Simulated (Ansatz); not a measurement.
`[Br][SnH3]` + `N[SiH3]` → `[SiH3][NH][SnH3]` + HBr at 298.15 K and 1 bar (ligand exchange at the Sn–Br bond).

Calculated with Ansatz (gas phase, PBE0-D4/def2-TZVP geometries, no zero-point term in ΔE). CBS: MP2 limit from def2 TZ/QZ plus the TZ coupled-cluster correction, frozen cores. This one scheme is used for every species. def2 core potentials past Kr. For Br, Sn outer-core shells are correlated without core-valence functions, which leaves a few kJ/mol of doubt a bond. Scalar relativity is left out up to krypton.

```tsv
species	CCSD(T)/CBS energy (Eh)	H − E (kJ/mol)	S (J/(mol·K))
`[Br][SnH3]`	-2789.16986	68.5	287.6
`N[SiH3]`	-346.80422	145.7	264.3
`[SiH3][NH][SnH3]`	-562.01692	180.1	361.7
HBr	-2573.91920	24.6	198.6
```

H − E and S are ideal-gas, rigid-rotor, harmonic terms from PBE0-D4/def2-TZVP, for one conformer and one mirror image of each species. 1 Eh = 2625.50 kJ/mol, R = 8.31446 J/(mol·K).

By hand: ΔE, ΔH, ΔS and ΔG.

ΔE = (-562.01692) + (-2573.91920) − (-2789.16986) − (-346.80422) = 0.03796 Eh = 99.7 kJ/mol. Δ(H − E) = 180.1 + 24.6 − 68.5 − 145.7 = -9.5, so ΔH = 90.2 kJ/mol. ΔS = 361.7 + 198.6 − 287.6 − 264.3 = 8.4 J/(mol·K). ΔG = 90.2 − 298.15 × (8.4)/1000 = 87.7 kJ/mol.

By hand: the equilibrium constant, and the temperature at which ΔG would vanish if ΔH and ΔS stayed fixed.

log₁₀ K = −ΔG/(RT ln 10) = -15.4. ΔG = 0 at ΔH/ΔS = 10738 K, far beyond where these terms or the molecules hold.

The number of gas molecules stays the same, so ΔS is small and ΔH decides. A doubt of 5 kJ/mol in ΔE shifts log₁₀ K by 0.9 here. Other conformers and mirror images would add mixing entropy, several J/(mol·K) or more a flexible species. Modes under 60 cm⁻¹, often nearly free rotors, make the harmonic entropy too high. These are equilibria of isolated gas molecules and say nothing of rates. Largest T1 diagnostic: 0.012 (customary marks: 0.02 for closed shells, 0.045 for open ones).
